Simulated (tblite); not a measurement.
Record of a relaxation.

Species: C2H11N3Si3.
Atom-mapped SMILES: `[N:1]#[C:2][CH2:3][Si@@H:4]([NH2:5])[Si@@H:6]([NH2:7])[SiH3:8]` (hydrogens: H9, H10 on C3; H11 on Si4; H12, H13 on N5; H14 on Si6; H15, H16 on N7; H17, H18, H19 on Si8)

Computed with GFN2-xTB (tblite), gas phase: L-BFGS steps from a force-field or distance-geometry start until the largest atomic force falls under 0.01 eV/Å. 5 of its 270 geometries are shown.

Step 0: E = -647.1297 eV, largest atomic force 2.484 eV/Å
```
atom  x, y, z in Å  |  force x, y, z in eV/Å
N1     -3.739    0.673    2.006    1.131   0.270  -1.515
C2     -3.030    0.847    1.105   -0.618  -0.142   0.658
C3     -2.099    1.053    0.014   -1.335   1.352  -0.033
Si4    -0.924   -0.371   -0.224   -0.961  -2.247  -0.445
N5     -1.061   -0.965   -1.884   -1.423  -0.717   0.231
Si6     1.079    0.326    0.351    0.624   0.867   1.730
N7      1.277    0.004    2.102    1.006   0.474  -0.715
Si8     2.746   -0.464   -0.874    1.265  -0.289  -0.723
H9     -1.512    1.959    0.268   -0.360  -0.332  -0.146
H10    -2.636    1.266   -0.949    0.189  -0.103   0.926
H11    -1.360   -1.470    0.682   -0.115   0.143  -0.049
H12    -0.750   -1.951   -2.006   -0.247   1.190   0.052
H13    -2.083   -0.953   -2.156    1.528  -0.090   0.091
H14     1.087    1.802    0.184    0.045   0.067   0.190
H15     1.593    0.888    2.550   -0.194  -1.244  -0.083
H16     1.968   -0.762    2.276   -0.824   1.114   0.086
H17     2.332   -1.393   -1.916    0.037  -0.130  -0.050
H18     3.400    0.664   -1.553    0.164  -0.202   0.020
H19     3.703   -1.146    0.015    0.087   0.017  -0.226
```

Step 67: E = -647.8985 eV, largest atomic force 0.064 eV/Å
```
atom  x, y, z in Å  |  force x, y, z in eV/Å
N1     -3.923    0.735    2.009    0.046  -0.001  -0.044
C2     -3.217    0.875    1.117   -0.026   0.030   0.033
C3     -2.330    1.012    0.011    0.026  -0.015   0.005
Si4    -1.008   -0.400   -0.025    0.034  -0.031  -0.019
N5     -0.999   -0.811   -1.705   -0.024  -0.011  -0.031
Si6     1.139    0.383    0.373   -0.002  -0.008  -0.001
N7      1.420    0.165    2.070    0.048  -0.001   0.039
Si8     2.819   -0.506   -0.976    0.027  -0.019  -0.017
H9     -1.827    1.977    0.078   -0.035   0.018   0.029
H10    -2.915    1.005   -0.909    0.005  -0.024   0.014
H11    -1.547   -1.482    0.826    0.013   0.015   0.012
H12    -0.233   -1.341   -2.085    0.042  -0.027   0.016
H13    -1.853   -1.117   -2.143   -0.035   0.029  -0.014
H14     1.179    1.857    0.294    0.010   0.050  -0.020
H15     2.164    0.689    2.505   -0.048  -0.024  -0.026
H16     1.415   -0.767    2.453   -0.045   0.004   0.014
H17     2.293   -1.478   -1.950    0.019   0.020   0.024
H18     3.593    0.463   -1.758   -0.032  -0.008   0.013
H19     3.818   -1.250   -0.191   -0.022   0.006  -0.026
```

Step 134: E = -647.9139 eV, largest atomic force 0.056 eV/Å
```
atom  x, y, z in Å  |  force x, y, z in eV/Å
N1     -3.678    0.744    2.214    0.046   0.003  -0.031
C2     -3.075    0.867    1.246   -0.010  -0.009   0.014
C3     -2.324    0.980    0.042   -0.038   0.012  -0.005
Si4    -0.986   -0.406   -0.102    0.001  -0.020   0.000
N5     -1.021   -0.774   -1.792    0.013   0.005  -0.007
Si6     1.143    0.401    0.317    0.020  -0.035  -0.007
N7      1.308    0.216    2.031   -0.018  -0.022  -0.005
Si8     2.880   -0.523   -0.933   -0.022   0.000   0.020
H9     -1.844    1.959    0.021   -0.005  -0.004   0.005
H10    -3.016    0.929   -0.799    0.010  -0.015  -0.003
H11    -1.476   -1.522    0.738    0.002   0.021  -0.003
H12    -0.292   -1.351   -2.178    0.005   0.007  -0.002
H13    -1.895   -1.007   -2.238   -0.007   0.014   0.009
H14     1.211    1.873    0.170   -0.003   0.008   0.015
H15     2.132    0.558    2.496   -0.002   0.007  -0.004
H16     0.999   -0.634    2.474    0.017   0.028   0.009
H17     2.421   -1.593   -1.834   -0.005  -0.006   0.006
H18     3.588    0.433   -1.787   -0.001   0.004   0.001
H19     3.916   -1.142   -0.094   -0.004   0.001  -0.014
```

Step 202: E = -647.9693 eV, largest atomic force 0.341 eV/Å
```
atom  x, y, z in Å  |  force x, y, z in eV/Å
N1     -2.445    0.803    2.695   -0.012  -0.010  -0.320
C2     -2.490    0.790    1.548   -0.004   0.024   0.164
C3     -2.466    0.733    0.124   -0.002  -0.016   0.061
Si4    -0.961   -0.371   -0.401   -0.064  -0.032  -0.022
N5     -1.074   -0.325   -2.126    0.022  -0.025  -0.030
Si6     1.107    0.443    0.232    0.044  -0.051  -0.003
N7      1.138    0.156    1.933   -0.155  -0.108   0.131
Si8     2.926   -0.694   -0.667    0.033   0.023   0.071
H9     -2.353    1.746   -0.272   -0.001  -0.116   0.038
H10    -3.414    0.326   -0.243    0.146   0.045   0.085
H11    -1.273   -1.698    0.185   -0.059   0.032  -0.044
H12    -0.300   -0.676   -2.668   -0.054   0.008   0.041
H13    -1.940   -0.577   -2.581    0.063   0.031   0.038
H14     1.236    1.888   -0.100   -0.033   0.000   0.068
H15     1.872    0.515    2.520   -0.018  -0.008  -0.047
H16     0.311   -0.035    2.487    0.183   0.195  -0.212
H17     2.554   -2.068   -1.026    0.000  -0.026  -0.036
H18     3.494   -0.122   -1.897   -0.067   0.017   0.043
H19     4.067   -0.824    0.249   -0.023   0.017  -0.027
```

Step 269: E = -648.0341 eV, largest atomic force 0.009 eV/Å
```
atom  x, y, z in Å  |  force x, y, z in eV/Å
N1     -2.128    0.966    2.682   -0.001   0.001  -0.002
C2     -2.313    0.830    1.559    0.003   0.005   0.007
C3     -2.460    0.627    0.162    0.000  -0.001  -0.007
Si4    -0.988   -0.458   -0.471   -0.005  -0.003   0.001
N5     -1.093   -0.216   -2.180    0.001  -0.007  -0.001
Si6     1.061    0.360    0.226    0.005  -0.002   0.002
N7      1.042    0.082    1.929    0.001  -0.007   0.001
Si8     2.957   -0.702   -0.570    0.000  -0.001   0.003
H9     -2.446    1.595   -0.339    0.005   0.003  -0.002
H10    -3.423    0.153   -0.033    0.002  -0.001   0.004
H11    -1.371   -1.822   -0.040   -0.002   0.000  -0.002
H12    -0.386   -0.628   -2.766    0.003   0.006   0.005
H13    -1.986   -0.283   -2.641    0.000  -0.005  -0.004
H14     1.151    1.809   -0.116   -0.005   0.001   0.005
H15     1.871    0.257    2.474    0.000   0.001   0.001
H16     0.229    0.333    2.471   -0.005   0.003  -0.005
H17     2.744   -2.128   -0.843   -0.004   0.000  -0.001
H18     3.417   -0.134   -1.842   -0.004   0.006  -0.005
H19     4.112   -0.632    0.330    0.003  -0.001  -0.002
```

Task: Summarise the path.

Result: The energy falls by 87.27 kJ/mol from step 0 to step 269; nine tenths of that is first reached at step 185. It rises by more than 0.2 meV at steps 2, 146 and 199. The largest force goes from 2.484 to 0.009 eV/Å. Among the bonds Si4–Si6 changes most, from 2.197 to 2.314 Å; the atoms move by 1.050 Å rms after alignment.

Task: Follow the three bonds and two angles with the largest change from start to end.

Result: 
| step | E above end (kJ/mol) | largest force (eV/Å) | Si4–Si6 (Å) | Si6–Si8 (Å) | C3–Si4 (Å) | Si6–N7–H15 (°) | Si4–N5–H13 (°) |
| --- | --- | --- | --- | --- | --- | --- | --- |
| 0 | 87.27 | 2.484 | 2.197 | 2.214 | 1.861 | 107.6 | 108.2 |
| 12 | 24.07 | 0.284 | 2.342 | 2.311 | 1.943 | 122.3 | 121.6 |
| 23 | 19.31 | 0.179 | 2.327 | 2.323 | 1.935 | 121.4 | 118.2 |
| 35 | 17.36 | 0.095 | 2.324 | 2.331 | 1.939 | 120.3 | 118.8 |
| 47 | 16.07 | 0.113 | 2.323 | 2.331 | 1.941 | 120.6 | 119.6 |
| 58 | 13.90 | 0.119 | 2.323 | 2.331 | 1.939 | 118.9 | 119.6 |
| 70 | 12.79 | 0.102 | 2.319 | 2.331 | 1.933 | 118.8 | 118.6 |
| 82 | 12.12 | 0.050 | 2.314 | 2.328 | 1.931 | 119.3 | 120.2 |
| 94 | 12.01 | 0.021 | 2.314 | 2.330 | 1.933 | 119.4 | 119.7 |
| 105 | 11.94 | 0.028 | 2.315 | 2.331 | 1.933 | 119.4 | 119.5 |
| 117 | 11.83 | 0.028 | 2.313 | 2.330 | 1.933 | 119.6 | 119.4 |
| 129 | 11.68 | 0.018 | 2.314 | 2.328 | 1.933 | 119.5 | 119.7 |
| 140 | 11.42 | 0.343 | 2.312 | 2.326 | 1.934 | 120.4 | 118.9 |
| 152 | 9.75 | 0.053 | 2.313 | 2.330 | 1.928 | 119.7 | 120.3 |
| 164 | 9.07 | 0.061 | 2.313 | 2.327 | 1.927 | 119.9 | 120.7 |
| 175 | 8.81 | 0.046 | 2.311 | 2.326 | 1.927 | 121.1 | 120.2 |
| 187 | 8.70 | 0.033 | 2.310 | 2.326 | 1.926 | 121.5 | 119.8 |
| 199 | 12.69 | 1.576 | 2.309 | 2.314 | 1.931 | 122.6 | 119.5 |
| 211 | 3.09 | 0.247 | 2.310 | 2.313 | 1.935 | 121.1 | 119.5 |
| 222 | 0.92 | 0.085 | 2.313 | 2.316 | 1.938 | 119.8 | 119.4 |
| 234 | 0.34 | 0.044 | 2.314 | 2.313 | 1.935 | 120.0 | 120.0 |
| 246 | 0.24 | 0.022 | 2.314 | 2.313 | 1.935 | 119.6 | 119.8 |
| 257 | 0.08 | 0.033 | 2.316 | 2.313 | 1.935 | 119.9 | 120.0 |
| 269 | 0.00 | 0.009 | 2.314 | 2.314 | 1.936 | 119.8 | 119.8 |

The cost below is that of the whole relaxation. Hardware: an Intel Xeon at 2.70 GHz with one thread, no GPU (shared host). Cost: 5.8 s.
